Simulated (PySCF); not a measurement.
# What went wrong, or what changed?

The sound run of [Au(H2O)2]+ (singlet) uses PySCF 2.14.0, RKS B3LYP, Au def2-SVP with ECP60, O def2-SVP, H def2-SVP; non-relativistic Hamiltonian with scalar-relativistic core potentials where named; density fitting; no spin-orbit coupling, grid (50, 194), threshold 1e-8 and 55 cycles at the relaxed geometry. This run, with dm0 from free metal ions and neutral atoms, differs:

```python
mol = gto.M(atom='''
Au     0.03079     0.02778     0.00211
O     -0.04005     0.03282     2.08528
H      0.72086     0.37518     2.58457
H     -0.38407    -0.74764     2.55206
O      0.10238     0.10059    -2.07964
H      0.45376    -0.65918    -2.57412
H     -0.65654     0.45947    -2.57027''',
    basis={'Au': 'def2-SVP', 'O': 'def2-SVP', 'H': 'def2-SVP'},
    ecp={'Au': 'def2-SVP'},
    charge=5, spin=0)
mf = dft.RKS(mol, xc='B3LYP')
mf.grids.atom_grid = (50, 194)
mf = mf.density_fit()  # fitting sets: Au def2-universal-JKFIT, O def2-universal-JKFIT, H def2-universal-JKFIT
mf.conv_tol = 1e-08; mf.max_cycle = 92
mf.kernel(dm0)
mf.nuc_grad_method().kernel()
```

**Question.** What was changed, and how did it end?

**Answer.** The charge was changed. It converged in 18 cycles, largest force component 4.49 eV/Å. The cycle limit differs too. These settings are unsound on purpose: the numbers aren't the compound's.
```
init E= -265.847645608817
cycle= 1 E= -277.239204774137  delta_E= -11.4  |g|= 5.04  |ddm|= 4.48
cycle= 2 E= -261.562525040907  delta_E= 15.7  |g|= 6.38  |ddm|= 12.8
cycle= 3 E= -282.101189619682  delta_E= -20.5  |g|= 2.18  |ddm|= 12.3
cycle= 4 E= -282.697969034578  delta_E= -0.597  |g|= 2.02  |ddm|= 4.32
cycle= 5 E= -283.542717164474  delta_E= -0.845  |g|= 1.25  |ddm|=  1.7
...
cycle= 16 E= -284.127245683135  delta_E= -4.78e-07  |g|= 0.000362  |ddm|= 0.00421
cycle= 17 E= -284.127245768983  delta_E= -8.58e-08  |g|= 0.000118  |ddm|= 0.00173
cycle= 18 E= -284.1272457748  delta_E= -5.82e-09  |g|= 2.19e-05  |ddm|= 0.000266
Extra cycle  E= -284.127245767034  delta_E= 7.77e-09  |g|= 0.000186  |ddm|= 0.000199
converged SCF energy = -284.127245767034
```

Run from Python with OMP_NUM_THREADS=2; the lines above give its settings.
It took 10 s on 2 threads of Intel(R) Xeon(R) Processor @ 2.50GHz (Skylake/Cascade Lake), on a shared host.
